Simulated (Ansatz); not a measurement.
C2H7OSi, SMILES C[SiH](C)[O] (connectivity only; charge and spin as stated), charge -1, multiplicity 1.

Geometry: B3LYP-D3(BJ)/def2-SVPD. The spin state was assumed, not searched. The isomer is the one that the SMILES or the coordinates give; other isomers of the formula were not compared.

Two levels are set side by side: PBE/def2-TZVPD (Ansatz, an electronic-structure program) and CAM-B3LYP/def2-TZVPD (Ansatz). Energy differences of separate SCF runs at the same geometry; the states with an electron removed or added have multiplicity 2. Differences are taken from unrounded values.

```json
[
 {"quantity": "vertical ionisation energy (eV)", "CAM-B3LYP": "3.35", "PBE": "3.19", "PBE minus CAM-B3LYP": "-0.16"},
 {"quantity": "vertical singlet–triplet gap (eV)", "CAM-B3LYP": "4.58", "PBE": "4.14", "PBE minus CAM-B3LYP": "-0.44"}
]
```
